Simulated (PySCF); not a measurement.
Magnetic susceptibility: `C=Cc1cc(C)nnn1`, C6H7N3

Geometry (Å), atoms numbered from 1 in this order:
```xyz
16

C     3.2736    0.1274   -0.1622
C     2.1013   -0.4313   -0.4380
C     0.8350    0.1233    0.0162
C    -0.3884   -0.4777   -0.2813
C    -1.5224    0.1590    0.2153
C    -2.9031   -0.3537   -0.0139
N    -1.3961    1.2767    0.9310
N    -0.2304    1.7786    1.1686
N     0.8575    1.2504    0.7451
H     3.3225    1.0311    0.4211
H     4.2003   -0.2975   -0.5072
H     2.0288   -1.3394   -1.0226
H    -0.4519   -1.3849   -0.8646
H    -3.1106   -0.4063   -1.0817
H    -3.6194    0.3092    0.4625
H    -3.0043   -1.3559    0.4002
```

Method used: GIAO BHandHLYP/pcSseg-1 magnetisability, rotational g tensor and spin-rotation constants, non-relativistic, gas phase (PySCF 2.14.0). Geometry: GFN2-xTB.

Task: What are the magnetisability and the molar susceptibility?

Result: Isotropic -1066 × 10⁻³⁰ J/T², or -64.2 × 10⁻⁶ cm³/mol; principal values -1839, -709, -651 × 10⁻³⁰ J/T², anisotropy 1160 × 10⁻³⁰ J/T² (root of half the summed squared differences of the principal values). The susceptibility is in cgs units.

Task: Split it along the inertial axes a, b, c into diamagnetic and paramagnetic parts about the centre of mass, with the quadrupole moment.

Result: 
```csv
axis,χ (10⁻⁶ cm³/mol),diamagnetic (10⁻⁶ cm³/mol),paramagnetic (10⁻⁶ cm³/mol),summed x² of all electrons (Å²),quadrupole Θ (D Å)
a,-41.0,-390.0,349.0,255.4,+9.46
b,-40.9,-1138.0,1097.2,79.0,-6.30
c,-110.8,-1418.7,1308.0,12.9,-3.16
```
Anisotropies 2χaa − χbb − χcc = +69.6 and 2χbb − χaa − χcc = +70.0 × 10⁻⁶ cm³/mol. Θ is traceless in Buckingham's convention.

Task: And the rotational g tensor?

Result: 
```tsv
axis	rotational constant (GHz)	g	nuclear part	electronic part
a	4.1668	-0.1116	0.5716	-0.6832
b	1.1771	-0.0265	0.5802	-0.6067
c	0.9231	+0.0087	0.5759	-0.5672
```
Asymmetric top; isotopes 12C, 1H, 14N; no vibrational averaging.
